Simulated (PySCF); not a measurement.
NICS in rings of unrelated molecules.

Probes without a nucleus sit at each ring's centroid and 1 Å off its mean plane on both sides; NICS is minus the shielding there, NICSzz its component along the normal. Level: GIAO PBE0/pcSseg-1 (PySCF, non-relativistic, gas phase) on the GFN2-xTB geometries, one conformer each. Atom numbers follow the mapped SMILES.

Question: Order these rings by mean NICS(1)zz, lowest (most negative) first (ppm).
A. ring C4–C5–C6–C7–C8–C9 in `[CH3:1][C:2](=[O:3])[c:4]1[cH:5][cH:6][cH:7][cH:8][c:9]1[S-:10]` (charge -1)
B. ring C2–C3–C4–C8 in `[NH:1]=[C:2]1[CH2:3][CH:4]([C:5](=[O:6])[OH:7])[CH2:8]1`
C. ring C2–C3–N4–N5–N6 in `[F:1][c:2]1[cH:3][n:4][n:5][n:6]1[CH:7]1[CH2:8][CH2:9][CH2:10][CH2:11]1`
D. ring Si7–C8–Si9–Si10 in `[N:1]#[C:2][CH2:3][C:4]([F:5])([F:6])[Si@@H:7]1[CH2:8][SiH2:9][SiH2:10]1`
E. ring C4–C7–O8 in `[CH3:1][O:2][CH2:3][C@@:4]1([C:5]#[N:6])[CH2:7][O:8]1`
F. ring C3–N4–C5–C6–N10–N11 in `[N:1]#[C:2][c:3]1[n:4][cH:5][c:6]([CH:7]2[CH2:8][CH2:9]2)[n:10][n:11]1`
G. ring C7–C8–C9 in `[CH3:1][CH2:2][CH2:3][P@@:4](=[O:5])([O-:6])[CH:7]1[CH2:8][CH2:9]1` (charge -1)

Answer: C (-28.5), G (-25.2), F (-24.1), E (-22.0), A (-16.7), B (1.1), D (5.2).

```json
{"SMILES": "Fc1cnnn1C1CCCC1", "ring": "5-membered ring with 3 N; formal bonds all aromatic", "NICS(0)": "-12.5", "NICS(1)": "-11.9", "NICS(1)zz": "-28.5", "HOMA": "0.94", "rms pucker (Å)": "0.00", "ring atoms with four or more neighbours": "0"}
{"SMILES": "CCC[P@@](=O)([O-])C1CC1", "ring": "3-membered carbocycle; formal bonds all single", "NICS(0)": "-44.5", "NICS(1)": "-9.3", "NICS(1)zz": "-25.2", "HOMA": "–", "rms pucker (Å)": "0.00", "ring atoms with four or more neighbours": "3"}
{"SMILES": "N#Cc1ncc(C2CC2)nn1", "ring": "6-membered ring with 3 N; formal bonds all aromatic", "NICS(0)": "-3.7", "NICS(1)": "-10.6", "NICS(1)zz": "-24.1", "HOMA": "0.96", "rms pucker (Å)": "0.00", "ring atoms with four or more neighbours": "0"}
{"SMILES": "COC[C@@]1(C#N)CO1", "ring": "3-membered ring with O; formal bonds all single", "NICS(0)": "-48.1", "NICS(1)": "-6.9", "NICS(1)zz": "-22.0", "HOMA": "–", "rms pucker (Å)": "0.00", "ring atoms with four or more neighbours": "2"}
{"SMILES": "CC(=O)c1ccccc1[S-]", "ring": "6-membered carbocycle; formal bonds all aromatic", "NICS(0)": "-3.8", "NICS(1)": "-7.6", "NICS(1)zz": "-16.7", "HOMA": "0.85", "rms pucker (Å)": "0.00", "ring atoms with four or more neighbours": "0"}
{"SMILES": "N=C1CC(C(=O)O)C1", "ring": "4-membered carbocycle; formal bonds all single", "NICS(0)": "3.9", "NICS(1)": "-1.1", "NICS(1)zz": "1.1", "HOMA": "–", "rms pucker (Å)": "0.05", "ring atoms with four or more neighbours": "3"}
{"SMILES": "N#CCC(F)(F)[Si@@H]1C[SiH2][SiH2]1", "ring": "4-membered ring with 3 Si; formal bonds all single", "NICS(0)": "1.7", "NICS(1)": "-0.7", "NICS(1)zz": "5.2", "HOMA": "–", "rms pucker (Å)": "0.08", "ring atoms with four or more neighbours": "4"}
```

NICS(0) gives another order. The isotropic NICS(1) gives another order. HOMA uses Krygowski's 1993 parameters; it is left out where a ring has a four-coordinate atom, a triple bond, no multiple bond or a kind of bond without parameters. NICS(1) and NICS(1)zz are means over the two faces.
